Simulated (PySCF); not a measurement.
Computed IR spectrum (relative IR intensity) of a molecule C₄H₁₂Sn. Coordinates come from a PBE-D3(BJ)/def2-SVP optimisation. The def2 effective core potentials stand for the cores of Sn; spin–orbit coupling is left out. The values are those of a single conformer. Method: PBE-D3(BJ)/def2-SVP run with PySCF 2.14.0. Frequencies are harmonic and unscaled.

Lines under 2 % of the strongest are left out, and lines within 2 cm⁻¹ are merged.

| ν (cm⁻¹) | relative intensity |
|---|---|
| 130 | 3.2 |
| 505 | 31 |
| 752 | 100 |
| 1154 | 2.4 |
| 1393 | 3.7 |
| 2983 | 12 |
| 3094 | 14 |

Which structure fits?
A) CCC[CH2][SnH3]
B) [CH3][Sn]([CH3])([CH3])[CH3]
C) C[C](C)(C)[SnH3]
D) C[CH2][SnH2][CH2]C

B, [CH3][Sn]([CH3])([CH3])[CH3]
